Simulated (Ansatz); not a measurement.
Species: sum formula H₃SiO (charge +1, singlet). It need not be the lowest isomer of its formula. SMILES: [OH+]=[SiH2]
Structure (B3LYP-D3(BJ)/def2-TZVP (Ansatz, a first-principles code) minimum search):
```
Si
O 1 1.5695
H 2 0.9684 1 130.53
H 1 1.4610 2 113.88 3 -180.00
H 1 1.4664 4 125.15 2 -180.00
```
Charge +1, spin multiplicity 1.

Property: vertical electron affinity (to the doublet state of charge +0; a negative value means that the extra electron is unbound and the number depends on the basis; each state is the SCF solution reached for its spin), in eV. Cores are frozen in the correlated levels unless marked. Open shells are spin-unrestricted. No spin-orbit coupling. Non-relativistic. CBS marks a two-point X^-3 extrapolation of the correlation energy; Hartree-Fock from the larger set. [CCSD(T)-MP2]/basis is that difference in the basis named.

```csv
level,program,vertical electron affinity (eV),minus last row
HF/def2-SVPD,Ansatz,6.00,-0.55
HF/aug-cc-pV(T+d)Z,Ansatz,5.99,-0.56
HF/def2-QZVPPD,Ansatz,5.99,-0.56
PBE/def2-TZVPD,Ansatz,6.68,0.13
r2SCAN/def2-TZVPD,Ansatz,6.79,0.24
BHLYP/def2-TZVPD,Ansatz,6.51,-0.04
CAM-B3LYP/def2-TZVPD,Ansatz,6.64,0.09
wB97M-V/def2-TZVPD,Ansatz,6.44,-0.11
wB97X-V/def2-TZVPD,Ansatz,6.48,-0.07
B2PLYP/def2-TZVPD,Ansatz,6.48,-0.07
RI-MP2/aug-cc-pV(Q+d)Z,Ansatz,6.41,-0.14
SCS-MP2/aug-cc-pV(D+d)Z,Ansatz,6.22,-0.33
SCS-MP2/def2-TZVPPD,Ansatz,6.26,-0.29
CCSD/aug-cc-pV(D+d)Z,Ansatz,6.40,-0.15
"RI-MP2/CBS(aug-cc-pV(T+d)Z,aug-cc-pV(Q+d)Z)+[CCSD(T)-MP2]/aug-cc-pV(T+d)Z",Ansatz,6.55,0.00
```
